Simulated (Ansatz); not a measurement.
Cost and result for the atomization energy of CH6B2S (`BSBC`) (10 atoms, 9 bonds).

```xyz
10

B    -0.652   -1.213    2.000
S    -0.907   -1.011    0.241
B     0.251    0.311   -0.214
C     0.346    0.808   -1.681
H     0.146   -0.539    2.573
H    -1.308   -2.040    2.554
H     0.924    0.775    0.657
H     0.119    1.882   -1.709
H    -0.302    0.296   -2.393
H     1.383    0.732   -2.027
```

The species carries charge 0 and has multiplicity 1. All single points use the PBE0-D4/def2-TZVP geometry. It is one conformer, not always the lowest. Program: Ansatz. All runs use 2 threads of an INTEL XEON PLATINUM 8581C on a shared host. Times are those of one run each, without the atoms' runs, and a repeat can differ threefold. Electronic energies, without spin–orbit coupling; frozen cores. CCSD(T)/CBS adds CCSD(T) − MP2 in def2-TZVPP to the MP2 limit, and its time is that of the two runs behind it. T1 = 0.013. B3LYP takes the VWN-RPA correlation (the form of Gaussian; ORCA's B3LYP/G).

CCSD(T)/CBS is a level of theory with its own doubt, some kJ/mol a heavy atom from the limit and from the frozen cores, so smaller differences don't rank the functionals.

```
                             level  functions  atomization (kJ/mol)  difference from CCSD(T)/CBS  per bond
                    MP2/def2-QZVPP        421                3637.2                         14.1       1.6
                BLYP-D4/def2-TZVPP        219                3627.4                          4.3       0.5
r2SCAN-D4/def2-TZVPP (with forces)        219                3676.2                         53.1       5.9
             r2SCANh-D4/def2-TZVPP        219                3663.2                         40.1       4.5
               BHLYP-D4/def2-TZVPP        219                3595.1                        -28.0      -3.1
            LDA (SPW92)/def2-TZVPP        219                4092.5                        469.4      52.2
           CAM-B3LYP-D4/def2-TZVPP        219                3662.1                         39.0       4.3
                CCSD(T)/def2-TZVPP        219                3549.0                        -74.1      -8.2
                ωB97X-V/def2-TZVPP        219                3653.5                         30.4       3.4
                 CCSD(T)/CBS(def2)          –                3623.1                          0.0       0.0
 B3LYP-D4/def2-TZVPP (with forces)        219                3655.7                         32.6       3.6
                PBE0-D4/def2-TZVPP        219                3667.6                         44.5       4.9
                  CCSD(T)/def2-SVP         90                3480.1                       -143.0     -15.9
```

Q: Order the runs by time, with rough figures. (Best estimate.)

A: Computed: LDA (SPW92)/def2-TZVPP 0.8 s; BLYP-D4/def2-TZVPP 1.3 s; PBE0-D4/def2-TZVPP 1.6 s; BHLYP-D4/def2-TZVPP 1.7 s; CCSD(T)/def2-SVP 1.9 s; CAM-B3LYP-D4/def2-TZVPP 2 s; r2SCANh-D4/def2-TZVPP 2.5 s; r2SCAN-D4/def2-TZVPP (with forces) 2.5 s; B3LYP-D4/def2-TZVPP (with forces) 2.6 s; ωB97X-V/def2-TZVPP 4.2 s; MP2/def2-QZVPP 14 s; CCSD(T)/def2-TZVPP 38 s; CCSD(T)/CBS(def2) 52 s.

From PBE to PBE0 (25 % exact exchange), in def2-TZVPP and without D4, the atomization energy moves by −27.2 kJ/mol: exact exchange takes away binding that semilocal exchange gives to molecules. In def2-TZVPP, CCSD(T) changes the Hartree–Fock value by +704.4 kJ/mol (the triples alone add +42.5 kJ/mol) and MP2 by +749.5 kJ/mol; breaking electron pairs costs correlation energy, which Hartree–Fock lacks. The D4 term adds +28.0 kJ/mol with B3LYP and +14.5 kJ/mol with PBE0; it sums over pairs of atoms, weighted by their polarisabilities, and B3LYP, whose exchange is more repulsive, gets the larger term.
